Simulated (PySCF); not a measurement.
## Worked example: entropy of an ideal gas

FH₅N₂Si, SMILES N[SiH](N)F.

Geometry: B3LYP-D3(BJ)/def2-SVP. Other conformers were not sampled.

B3LYP-D3(BJ)/def2-SVP run with PySCF gives the harmonic wavenumbers 217, 252, 278, 335, 368, 386, 419, 724, 787, 802, 847, 901, 944, 985, 1530, 1535, 2245, 3576, 3586, 3674, 3683 cm⁻¹ and the rotational temperatures 0.3275, 0.2860, 0.1762 K. The molar mass is 80.14 g/mol, the symmetry number 1, the spin multiplicity 1.

### Question
Work out the entropy at 298.15 K and 1 atm in the rigid-rotor, harmonic-oscillator model.

### Answer

Translation (Sackur–Tetrode at 1 atm): S = R[1.5 ln M + 2.5 ln T − 1.16487] = 163.4 J/(mol K).
Rotation: q = (√π/σ) T^1.5/√(θA θB θC) = 71000, S = R[ln q + 3/2] = 105.4 J/(mol K).
Vibration: with u = 1.4388 ν/T, each mode gives R[u/(e^u − 1) − ln(1 − e^−u)]:
| ν (cm⁻¹) | modes | u | S (J/(mol K)) |
|---|---|---|---|
| 217 | 1 | 1.05 | 8.30 |
| 252 | 1 | 1.22 | 7.18 |
| 278 | 1 | 1.34 | 6.47 |
| 335 | 1 | 1.62 | 5.17 |
| 368 | 1 | 1.78 | 4.55 |
| 386 | 1 | 1.86 | 4.25 |
| 419 | 1 | 2.02 | 3.75 |
| 724 | 1 | 3.49 | 1.17 |
| 787 | 1 | 3.80 | 0.91 |
| 802 | 1 | 3.87 | 0.86 |
| 847 | 1 | 4.09 | 0.72 |
| 901 | 1 | 4.35 | 0.58 |
| 944 | 1 | 4.56 | 0.49 |
| 985 | 1 | 4.75 | 0.42 |
| 1530 | 1 | 7.38 | 0.04 |
| 1535 | 1 | 7.41 | 0.04 |
The stiffer modes add less than 0.005 each. Sum 44.9 J/(mol K).
Spin: R ln 1 = 0.0 J/(mol K).
Total 313.7 J/(mol K); the program's own thermochemistry gives 313.7. Translation makes up 52 % and vibration 14 %. Anharmonicity, hindered rotation and orbital degeneracy are left out.
